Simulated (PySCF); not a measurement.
Isomers of C5H8F3NSi.

All values: PBE0/pcSseg-1 (PySCF) at GFN2-xTB geometries, gas phase, one conformer each.

Task: Rank by HOMO energy, lowest first.
A. `[CH3:1][C:2]#[C:3][CH2:4][NH:5][SiH2:6][C:7]([F:8])([F:9])[F:10]` with C3–C4–N5–Si6 86°, C4–N5–Si6–C7 179°
B. `[F:1][C:2]([F:3])([F:4])[CH2:5][C@H:6]1[CH:7]=[N:8][CH2:9][SiH2:10]1` with C2–C5–C6–C7 174°, C5–C6–C7–N8 137°, C7–N8–C9–Si10 -9°, N8–C9–Si10–C6 12°, C5–C6–Si10–C9 -133°
C. `[F:1][C:2]([F:3])=[C:4]([F:5])[C@@H:6]1[CH2:7][CH2:8][NH:9][SiH2:10]1` with C2–C4–C6–C7 -128°, C4–C6–C7–C8 -160°, C6–C7–C8–N9 42°, C7–C8–N9–Si10 -27°, C8–N9–Si10–C6 4°
D. `[NH2:1][Si@H:2]([C:3]1=[CH:4][CH2:5][CH2:6]1)[C:7]([F:8])([F:9])[F:10]` with H–N1–Si2–C3 84° and -64°, N1–Si2–C3–C4 49°
E. `[CH2:1]=[N:2][SiH2:3][C@@H:4]1[CH2:5][C@@H:6]1[C:7]([F:8])([F:9])[F:10]` with C1–N2–Si3–C4 -123°, N2–Si3–C4–C5 130°
F. `[CH3:1][Si:2]([CH3:3])([NH2:4])[C:5]#[C:6][C:7]([F:8])([F:9])[F:10]` with C1–Si2–N4–H -39° and 175°

Result: F (-7.61 eV), D (-7.42 eV), A (-7.29 eV), B (-7.08 eV), E (-6.94 eV), C (-6.78 eV).

Task: Rank by LUMO energy, lowest first.
A. `[NH2:1][Si@H:2]([C:3]1=[CH:4][CH2:5][CH2:6]1)[C:7]([F:8])([F:9])[F:10]` with H–N1–Si2–C3 84° and -64°, N1–Si2–C3–C4 49°
B. `[CH2:1]=[N:2][SiH2:3][CH2:4][C:5](=[CH2:6])[C:7]([F:8])([F:9])[F:10]` with C1–N2–Si3–C4 -117°, N2–Si3–C4–C5 49°, Si3–C4–C5–C6 -108°
C. `[F:1][C:2]([F:3])=[C:4]([F:5])[C@@H:6]1[CH2:7][CH2:8][NH:9][SiH2:10]1` with C2–C4–C6–C7 -128°, C4–C6–C7–C8 -160°, C6–C7–C8–N9 42°, C7–C8–N9–Si10 -27°, C8–N9–Si10–C6 4°
D. `[CH3:1][C:2]#[C:3][CH2:4][NH:5][SiH2:6][C:7]([F:8])([F:9])[F:10]` with C3–C4–N5–Si6 86°, C4–N5–Si6–C7 179°
E. `[F:1][C:2]([F:3])([F:4])[CH2:5][C@H:6]1[CH:7]=[N:8][CH2:9][SiH2:10]1` with C2–C5–C6–C7 174°, C5–C6–C7–N8 137°, C7–N8–C9–Si10 -9°, N8–C9–Si10–C6 12°, C5–C6–Si10–C9 -133°
F. `[N:1]#[C:2][CH2:3][CH2:4][C@@H:5]([SiH3:6])[C:7]([F:8])([F:9])[F:10]` with C2–C3–C4–C5 -59°, C3–C4–C5–Si6 160°

Result: B (-0.89 eV), A (-0.53 eV), E (-0.18 eV), D (0.06 eV), F (0.22 eV), C (0.38 eV).

Task: Rank by the highest IAO charge on any atom, highest value first.
A. `[NH2:1][Si@H:2]([C:3]1=[CH:4][CH2:5][CH2:6]1)[C:7]([F:8])([F:9])[F:10]` with H–N1–Si2–C3 84° and -64°, N1–Si2–C3–C4 49°
B. `[F:1][C:2]([F:3])([F:4])[CH2:5][Si@H:6]1[CH:7]=[CH:8][CH2:9][NH:10]1` with C2–C5–Si6–C7 179°, C5–Si6–C7–C8 123°, C7–C8–C9–N10 -7°, C8–C9–N10–Si6 15°, C5–Si6–N10–C9 -132°
C. `[CH3:1][Si:2]([CH3:3])([NH2:4])[C:5]#[C:6][C:7]([F:8])([F:9])[F:10]` with C1–Si2–N4–H -39° and 175°
D. `[N:1]#[C:2][CH2:3][CH2:4][C@@H:5]([SiH3:6])[C:7]([F:8])([F:9])[F:10]` with C2–C3–C4–C5 -59°, C3–C4–C5–Si6 160°
E. `[CH3:1][C:2]#[C:3][CH2:4][NH:5][SiH2:6][C:7]([F:8])([F:9])[F:10]` with C3–C4–N5–Si6 86°, C4–N5–Si6–C7 179°

Result: C (+1.196 e), B (+1.027 e), A (+1.008 e), E (+0.884 e), D (+0.799 e).

All values together:

```
                          SMILES  μ (D)  HOMO (eV)  LUMO (eV)  lowest IAO charge (e)  highest IAO charge (e)  lowest Hirshfeld charge (e)  highest Hirshfeld charge (e)
       C=C([SiH3])/C=N\CC(F)(F)F   3.49      -7.52      -1.21             -0.292 (C)              +0.814 (C)                   -0.160 (N)                   +0.319 (Si)
    C#C[C@H](N(C)[SiH3])C(F)(F)F   1.80      -7.07       0.03             -0.498 (N)              +0.791 (C)                   -0.172 (N)                   +0.344 (Si)
      FC(F)(F)C[C@H]1C=NC[SiH2]1   0.47      -7.08      -0.18             -0.437 (C)              +0.808 (C)                   -0.157 (N)                   +0.326 (Si)
        N[Si@H](C1=CCC1)C(F)(F)F   3.60      -7.42      -0.53             -0.844 (N)             +1.008 (Si)                   -0.316 (N)                   +0.376 (Si)
         C=N[SiH2]CC(=C)C(F)(F)F   1.47      -7.05      -0.89             -0.545 (C)             +0.884 (Si)                   -0.232 (N)                   +0.358 (Si)
      C[SiH2][C@H](C#N)CC(F)(F)F   1.83      -8.92       0.27             -0.720 (C)              +0.806 (C)                   -0.229 (N)                   +0.347 (Si)
          C[Si](C)(N)C#CC(F)(F)F   4.46      -7.61      -0.52             -0.840 (N)             +1.196 (Si)                   -0.315 (N)                   +0.456 (Si)
C=N[SiH2][C@@H]1C[C@@H]1C(F)(F)F   1.19      -6.94      -0.76             -0.522 (N)             +0.887 (Si)                   -0.235 (N)                   +0.350 (Si)
     N#CCC[C@@H]([SiH3])C(F)(F)F   3.31      -9.38       0.22             -0.425 (C)              +0.799 (C)                   -0.227 (N)                   +0.316 (Si)
     FC(F)=C(F)[C@@H]1CCN[SiH2]1   3.13      -6.78       0.38             -0.691 (N)             +0.888 (Si)                   -0.247 (N)                   +0.366 (Si)
          FC(F)(F)C[Si@H]1C=CCN1   2.95      -6.86      -0.17             -0.683 (N)             +1.027 (Si)                   -0.247 (N)                   +0.374 (Si)
            CC#CCN[SiH2]C(F)(F)F   3.57      -7.29       0.06             -0.673 (N)             +0.884 (Si)                   -0.239 (N)                   +0.360 (Si)
```

Conformers: `[CH2:1]=[C:2]([SiH3:3])/[CH:4]=[N:5]\[CH2:6][C:7]([F:8])([F:9])[F:10]` with C1–C2–C4–N5 69°, C4–N5–C6–C7 113°; `[CH:1]#[C:2][C@H:3]([N:4]([CH3:5])[SiH3:6])[C:7]([F:8])([F:9])[F:10]` with C2–C3–N4–C5 -58°; `[F:1][C:2]([F:3])([F:4])[CH2:5][C@H:6]1[CH:7]=[N:8][CH2:9][SiH2:10]1` with C2–C5–C6–C7 174°, C5–C6–C7–N8 137°, C7–N8–C9–Si10 -9°, N8–C9–Si10–C6 12°, C5–C6–Si10–C9 -133°; `[NH2:1][Si@H:2]([C:3]1=[CH:4][CH2:5][CH2:6]1)[C:7]([F:8])([F:9])[F:10]` with H–N1–Si2–C3 84° and -64°, N1–Si2–C3–C4 49°; `[CH2:1]=[N:2][SiH2:3][CH2:4][C:5](=[CH2:6])[C:7]([F:8])([F:9])[F:10]` with C1–N2–Si3–C4 -117°, N2–Si3–C4–C5 49°, Si3–C4–C5–C6 -108°; `[CH3:1][SiH2:2][C@H:3]([C:4]#[N:5])[CH2:6][C:7]([F:8])([F:9])[F:10]` with C1–Si2–C3–C4 -42°, Si2–C3–C6–C7 -58°; `[CH3:1][Si:2]([CH3:3])([NH2:4])[C:5]#[C:6][C:7]([F:8])([F:9])[F:10]` with C1–Si2–N4–H -39° and 175°; `[CH2:1]=[N:2][SiH2:3][C@@H:4]1[CH2:5][C@@H:6]1[C:7]([F:8])([F:9])[F:10]` with C1–N2–Si3–C4 -123°, N2–Si3–C4–C5 130°; `[N:1]#[C:2][CH2:3][CH2:4][C@@H:5]([SiH3:6])[C:7]([F:8])([F:9])[F:10]` with C2–C3–C4–C5 -59°, C3–C4–C5–Si6 160°; `[F:1][C:2]([F:3])=[C:4]([F:5])[C@@H:6]1[CH2:7][CH2:8][NH:9][SiH2:10]1` with C2–C4–C6–C7 -128°, C4–C6–C7–C8 -160°, C6–C7–C8–N9 42°, C7–C8–N9–Si10 -27°, C8–N9–Si10–C6 4°; `[F:1][C:2]([F:3])([F:4])[CH2:5][Si@H:6]1[CH:7]=[CH:8][CH2:9][NH:10]1` with C2–C5–Si6–C7 179°, C5–Si6–C7–C8 123°, C7–C8–C9–N10 -7°, C8–C9–N10–Si6 15°, C5–Si6–N10–C9 -132°; `[CH3:1][C:2]#[C:3][CH2:4][NH:5][SiH2:6][C:7]([F:8])([F:9])[F:10]` with C3–C4–N5–Si6 86°, C4–N5–Si6–C7 179°.
